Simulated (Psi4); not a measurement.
The Psi4 input:
```
memory 2 GB

molecule mol {
1 2
  O     0.000290    0.645224   -0.012142
  O    -0.000290   -0.645224    0.012142
  H     0.943111    0.994035   -0.033962
  H    -1.885931   -1.342847    0.055783
}

set basis 6-31g
set reference uhf

energy('scf')
print_variables()
```

Question: What does this run give for the number of basis functions, nuclear repulsion energy, total energy, <S^2>?

Answer: 
* **number of basis functions**: 22
* **nuclear repulsion energy**: 36.4814 Eh
* **total energy**: -150.1818 Eh
* **<S^2>**: 0.854

These values belong to the state on which the SCF converged, which isn't shown to be the lowest.
